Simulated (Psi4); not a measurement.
hexafluoropropene (C₃F₆), singlet, at a GFN2-xTB geometry, with bond 3-2 at 1.6 times its length. Base run: Psi4 with B3LYP/STO-3G.

Geometry (Å):
```xyz
9

F      2.4918    -0.1883     0.7984
C      1.3142     0.2468     0.4247
F      1.2286     2.3451     0.4190
C      0.2823    -0.5252     0.0852
F      0.3761    -1.8566     0.1015
C     -1.0644     0.0310    -0.3415
F     -1.6109     0.7862     0.6181
F     -0.9545     0.8075    -1.4255
F     -1.9180    -0.9422    -0.6258
```
Charge 0, spin multiplicity 1.
All else is at Psi4's defaults (density fitting).
Base energy -702.99929 Eh.

The base run was repeated with changes; each row names its change, and settings that it needs were set with it.

```tsv
change	ΔE vs base (mEh)	SCF cycles	grid points	basis functions
base	0.000	19	189340	45
e_convergence = 1e-10	0.000	21	189340	45
cholesky_tolerance = 1e-6 (with scf_type cd)	2.985	19	189340	45
puream = false	0.257	19	189340	45
dft_radial_points = 150	0.001	19	377133	45
scf_type = dfdirj+link	-0.555	19	189340	45
scf_type = direct	2.976	23	189340	45
dft_radial_scheme = becke	0.003	19	165926	45
e_convergence = 1e-4	0.000	19	189340	45
scf_initial_accelerator = none	0.000	19	189340	45
dft_pruning_scheme = robust	0.000	19	128758	45
level_shift = 0.3	0.000	11	189340	45
d_convergence = 1e-4	0.000	19	189340	45
```
